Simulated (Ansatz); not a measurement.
`C=C1C[SiH]1[SiH3]` → `C=C1C[SiH2]1` + `[SiH2]` at 600 K and 1 bar (silylene loss).

Calculated with Ansatz (gas phase, PBE0-D4/def2-TZVP geometries, no zero-point term in ΔE). CBS: MP2 limit from def2 TZ/QZ plus the TZ coupled-cluster correction, frozen cores. This one scheme is used for every species.

```
            species  CCSD(T)/CBS energy (Eh)  H − E (kJ/mol)  S (J/(mol·K))
`C=C1C[SiH]1[SiH3]`               -697.04869           312.7          473.4
     `C=C1C[SiH2]1`               -406.76452           246.2          377.5
           `[SiH2]`               -290.19011            52.1          233.9
```

H − E and S are ideal-gas, rigid-rotor, harmonic terms from PBE0-D4/def2-TZVP, for one conformer and one mirror image of each species. 1 Eh = 2625.50 kJ/mol, R = 8.31446 J/(mol·K).

By hand: ΔE, ΔH, ΔS and ΔG.

ΔE = (-406.76452) + (-290.19011) − (-697.04869) = 0.09406 Eh = 247.0 kJ/mol. Δ(H − E) = 246.2 + 52.1 − 312.7 = -14.4, so ΔH = 232.6 kJ/mol. ΔS = 377.5 + 233.9 − 473.4 = 138.0 J/(mol·K). ΔG = 232.6 − 600 × (138.0)/1000 = 149.8 kJ/mol.

By hand: the equilibrium constant, and the temperature at which ΔG would vanish if ΔH and ΔS stayed fixed.

log₁₀ K = −ΔG/(RT ln 10) = -13.0. ΔG = 0 at ΔH/ΔS = 1686 K.

The number of gas molecules changes by +1, which sets the sign of ΔS. A doubt of 5 kJ/mol in ΔE shifts log₁₀ K by 0.4 here. Other conformers and mirror images would add mixing entropy, several J/(mol·K) or more a flexible species. These are equilibria of isolated gas molecules and say nothing of rates. Largest T1 diagnostic: 0.014 (customary marks: 0.02 for closed shells, 0.045 for open ones).
